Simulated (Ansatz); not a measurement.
Energy needed to pull apart BGeSiH₅ (SMILES [SiH2]=[B][GeH3]), closed shell, into free ground-state atoms, from the structure below (displaced at random from a GFN2-xTB minimum); no zero-point or spin–orbit terms; open-shell atoms are treated unrestricted, in their ground-state multiplicity.

| atom | x (Å) | y (Å) | z (Å) |
| --- | --- | --- | --- |
| Si1 | -1.1705 | 1.2743 | -1.2662 |
| B2 | 0.0134 | 0.1925 | -0.3057 |
| Ge3 | 0.8930 | -1.0518 | 0.9376 |
| H4 | -1.8749 | 0.9853 | -2.4421 |
| H5 | -1.2829 | 2.6992 | -0.9537 |
| H6 | 1.6018 | -0.2521 | 1.8639 |
| H7 | 1.9091 | -1.9931 | 0.3994 |
| H8 | -0.0587 | -1.8703 | 1.7125 |

Program: Ansatz 0.2.0. Basis: def2-TZVPP. Cores are frozen in the correlated methods. Filled d shells of the heavier atoms are correlated. The def2 sets are not built for correlating such inner shells, so the correlated values are less sure here.

| method | atomization energy (eV) |
| --- | --- |
| PBE-D4 | ? |
| revPBE-D4 | 20.96 |
| r2SCAN-D4 | 21.63 |
| B97M-V | 21.96 |
| PBE0-D4 | 21.24 |
| wB97M-V | ? |
| HF | 15.52 |
| MP2 | 20.78 |
| CCSD | 20.73 |
| CCSD(T) | 21.04 |

**Question.** What does PBE-D4 give? (To be estimated.)

**Answer.** By the calculation: 21.37 eV, which is about 0.33 eV more than CCSD(T)/def2-TZVPP.

**Question.** What does wB97M-V give? (An estimate is asked for; the value comes from the calculation.)

**Answer.** Computed: 21.31 eV, which is about 0.27 eV more than CCSD(T)/def2-TZVPP.

In triple zeta the MP2 and coupled-cluster atomization energies are still short of their basis limit by a few kcal/mol a bond, whereas those of the functionals are nearly converged, so these differences are not deviations from converged CCSD(T).

T1 diagnostic: at most 0.017. The restricted Hartree–Fock reference is unstable towards an unrestricted one here.

For scale, one of the runs: CCSD(T)/def2-TZVPP forces, 191 basis functions (an equivalent command: `ansatz run in.yaml --threads 4`). Hardware: 4 CPU threads, shared host. Wall time 3 min; peak host memory 3.7 GiB.
